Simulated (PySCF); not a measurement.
Al(OH)(SiH3)2 (AlH7OSi2), SMILES [OH][Al]([SiH3])[SiH3].

Geometry optimised at r2SCAN-D4/def2-SVP. The geometry has at least one imaginary mode, so it is a saddle point at that level. The structure was generated by enumeration; whether it is a known compound was not checked. Other conformers were not sampled.

These are PBE/def2-TZVP in PySCF values and carry that method's errors.

The molecule is in vacuum.

Computed frontier levels, gap, dipole moment and polarisability:
```
Quantity                                                                                                         Value
---------------------------------------------------------------------------------------------  -----------------------
highest occupied level                                                                                        -5.86 eV
lowest empty level                                                                                            -2.50 eV
orbital gap                                                                                                    3.36 eV
dipole moment                                                                                                   1.55 D
quadrupole, principal values (traceless, Buckingham form, about the centre of nuclear charge)    -9.79, 3.08, 6.71 D·Å
mean static polarisability                                                                      100.5 bohr³ (14.89 Å³)
polarisability, principal values                                                               77.7, 91.6, 132.0 bohr³
```
